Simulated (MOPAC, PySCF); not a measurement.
CHBN$_{2}$, SMILES `N#CB=N`, neutral singlet in the gas phase. 

Cartesian coordinates (Å):
SMILES: N#CB=N
```xyz
5

N      2.3655     0.6537    -0.9288
C      1.2822     0.3546    -0.7089
B     -0.1303    -0.0359    -0.4224
N     -1.2890    -0.3565    -0.1876
H     -2.2283    -0.6160     0.0033
```
Charge 0, multiplicity 1.

All levels are single points at this geometry (CAM-B3LYP-D3(BJ)/def2-TZVP); Pople sets use spherical d functions. Orbital energies aren't observables, and empty levels follow the basis.

B3LYP/6-311+G** in PySCF gives dipole (D) = 3.11.

Question: Estimate the dipole (D) from each of these levels: CAM-B3LYP-D3(BJ)/def2-TZVP in PySCF; B3LYP/6-31G* in PySCF; BP86/6-31G* in PySCF; M06-2X/6-31G* in PySCF; PBE/6-31G* in PySCF; HF/6-31G* in PySCF; AM1 in MOPAC; PM6 in MOPAC.

Answer: 
| level | dipole (D) |
|---|---|
| CAM-B3LYP-D3(BJ)/def2-TZVP in PySCF | 3.05 |
| B3LYP/6-31G* in PySCF | 3.20 |
| BP86/6-31G* in PySCF | 3.29 |
| M06-2X/6-31G* in PySCF | 3.12 |
| PBE/6-31G* in PySCF | 3.29 |
| HF/6-31G* in PySCF | 2.92 |
| AM1 in MOPAC | 2.51 |
| PM6 in MOPAC | 3.51 |
